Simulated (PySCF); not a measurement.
C7H13P.
SMILES with atom numbers: `[CH2:1]=[P@@:2]1([CH2:3][CH2:4][CH3:5])[CH:6]=[C:7]1[CH3:8]`

NICS = −σ at a ghost point: NICS(0) at the centroid of the ring atoms, NICS(1) 1 Å to either side along the normal of their mean plane, zz for the tensor component along that normal. Level: GIAO B3LYP/pcSseg-1 (PySCF, non-relativistic, gas phase) on the PBE0-D3(BJ)/def2-SVP geometry, one conformer.

Ring bond lengths (Å): P2–C6 1.766, C6–C7 1.349, C7–P2 1.784.

Q: What do the NICS probes read (ppm)?

A: 
| ring | type | NICS(0) | NICS(1), two faces | NICS(1)zz, two faces | rms pucker (Å) | centre to ring atoms, mean (Å) |
| --- | --- | --- | --- | --- | --- | --- |
| P2–C6–C7 | 3-membered ring with P; formal bonds 1 double, 2 single | -15.5 | -8.3 / -7.4 | -9.1 / -8.3 | 0.00 | 0.94 |

Q: What do they say, and how far can they be read as aromaticity?

A: 
- P2–C6–C7: mean NICS(1)zz -8.7 ppm, shielded. P2 has four or more neighbours, so the value isn't read as a sign of a π ring current. NICS(0) lies 8 ppm below the mean NICS(1).

Q: At the first NICS(1) probe listed for ring P2–C6–C7, 1 Å off the ring, what do the in-plane components average?

A: The isotropic value is a third of the trace: (3 × -8.3 − (-9.1))/2 = -7.9 ppm.

Q: How shielded are the nuclei of the rings and their hydrogens (means over atoms taken as equivalent)?

A: 
```
  atoms                      environment  σ isotropic (ppm)  principal values of the symmetric part, first atom (ppm)
     P2         phosphorus bonded to 4 C              381.2                                       225.2, 250.5, 667.8
     C6                 alkene CH carbon               28.3                                         -86.5, 0.5, 170.9
     C7  fully substituted alkene carbon                1.4                                      -110.2, -53.7, 168.2
H on C6                 vinylic hydrogen              23.01                                          20.6, 23.1, 25.3
```

Q: How do the values depend on the level or the medium?

A: 
```csv
level,"NICS(0), P2–C6–C7","mean NICS(1)zz, P2–C6–C7"
"B3LYP/pcSseg-1, gas",-15.5,-8.7
"PBE0/pcSseg-1, gas",-15.7,-8.8
"PBE0/pcSseg-1, IEF-PCM acetone",-16.7,-9.7
"PBE0/pcSseg-1, IEF-PCM water",-16.7,-9.7
```

The geometry is the same throughout; the continuum's cavity takes Bondi-type radii × 1.2.

The run took 35 s on an Arm Neoverse V1 with one thread, shared host, and the process peaked at 0.97 GiB of memory. This is the whole shielding run at B3LYP/pcSseg-1, SCF included.

Shape of the structure used: `[CH2:1]=[P@@:2]1([CH2:3][CH2:4][CH3:5])[CH:6]=[C:7]1[CH3:8]`: C1–P2–C3–C4 115°, P2–C3–C4–C5 -64°.
